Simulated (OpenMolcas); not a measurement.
Ni4+ with 4 ligands (fluoride) in tetrahedral coordination (Td) at 1.66 Å. Ligand basis ANO-RCC-VDZP.

```yaml
Program: OpenMolcas
Method: CASSCF
Basis: ANO-RCC-VDZP [5s4p2d1f]
Scalar_Hamiltonian: DKH2, point nucleus
Active_space: 6 electrons in 5 orbitals (3d)
State_averaging: 2S+1 = 5 even, 5 roots; 2S+1 = 3 even, 45 roots; 2S+1 = 1 even, 50 roots
Spin-orbit_coupling: state interaction with AMFI integrals over the reference wave functions
```

(1) What is the spin-free ground state (labels of Td)?

(2) Where is the first state of the same spin?

(3) What are the lowest two levels with spin-orbit coupling?

(4) What is χT at 300 K, and how does it compare with the textbook value?

## Answers

(1) 5E, 2-fold in its orbital part; it has the highest spin that d6 allows.

(2) 5T2 at 10800 cm-1 above the ground state.

(3) A 1-fold level, then a 3-fold level 27.8 cm-1 above it. Their leading multiplicities are 5 (99 %) and 5 (99 %).

(4) The lowest level has 2S+1 = 5, for which the spin-only value is χT = S(S+1) / 2 = 3.000 cm3 K/mol (g = 2). The computed 3.135 at 300 K differs by +0.135, through orbital momentum, spin-orbit coupling and any other state in reach.

An orbital doublet at a regular site is open to a Jahn-Teller distortion, which this geometry leaves out. Without dynamic correlation the repulsion within the d shell is too large (B by tens of per cent), so at a given field states of lower spin stand too high. The least metal-like active orbital is 67 % on the metal (Löwdin) and no ligand orbital is active, so the numbers are rough, and ground spin, moment and any spin crossover can be artefacts of this space; highly charged d ions in such sites are as a rule low spin. Ligand-to-metal charge-transfer states are missing. With no ligand orbital active B as a rule stays too high, so bands that hang on it stand too high and its fall with covalency is understated. With metal d orbitals alone and no dynamic correlation the field as a rule comes out too small, by tens of per cent, by up to half for chloride and softer ligands, and the orbital part of g and χT, which goes as 1/10Dq, too large. No measured value stands beside these numbers; the geometry was imposed, not optimised, and the real ion may take another.
